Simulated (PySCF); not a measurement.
**Computed vibrations of [Lu(H2O)3]3+**

[Lu(H2O)3]3+ (singlet in the valence; each metal's 4f electrons, 14 of them, lie in its core potential, out of spins and levels). PySCF 2.14.0, RKS PBE0, Lu lcecp-1-SVP with ECP60, O def2-SVP, H def2-SVP; non-relativistic Hamiltonian with scalar-relativistic core potentials where named; density fitting; no spin-orbit coupling. Central differences of gradients.

```xyz
10

Lu    0.0000    0.0000    0.0000
O     2.1980    0.0000    0.0000
H     2.8159    0.0000    0.7725
H     2.8159    0.0000   -0.7725
O    -1.0990    1.9035    0.0000
H    -1.4080    2.4387    0.7725
H    -1.4080    2.4387   -0.7725
O    -1.0990   -1.9035    0.0000
H    -1.4080   -2.4387    0.7725
H    -1.4080   -2.4387   -0.7725
```

Run from Python with OMP_NUM_THREADS=2. Where DIIS fails, smearing, a level shift and second-order steps follow.
It took 63 s on 2 threads of Intel(R) Xeon(R) CPU @ 2.80GHz (Skylake/Cascade Lake), on a shared host.

What are the harmonic wavenumbers and infrared intensities?

Modes are labelled in D3h; negative numbers are unstable modes, those under 60 cm⁻¹ near the noise; a finer grid moves soft modes by up to 10 cm⁻¹.
```csv
cm⁻¹,km/mol,symmetry
-207,–,a1''
-178,–,e''
-178,–,e''
-47,–,a2''
59,6.9,e'
59,6.9,e'
424,0.0,a1'
428,21.1,e'
428,21.1,e'
644,0.0,e''
644,0.0,e''
650,0.0,a2'
665,281.9,a2''
680,581.3,e'
680,581.3,e'
1673,232.3,e'
1673,232.3,e'
1678,0.0,a1'
3554,859.2,e'
3554,859.2,e'
3575,0.0,a1'
3584,0.0,e''
3584,0.0,e''
3587,1407.6,a2''
```

Is this a minimum?

No: 4 unstable; the lowest moves the atoms so:
```
Lu   0.00  0.00  0.00
O    0.00  0.00  0.00
H    0.00 -0.41  0.00
H    0.00  0.41  0.00
O    0.00  0.00  0.00
H    0.35  0.20  0.00
H   -0.35 -0.20  0.00
O    0.00  0.00  0.00
H   -0.35  0.20  0.00
H    0.35 -0.20  0.00
```

An lcecp potential fixes the number of 4f electrons, so in runs with it no electron can move into or out of that shell.
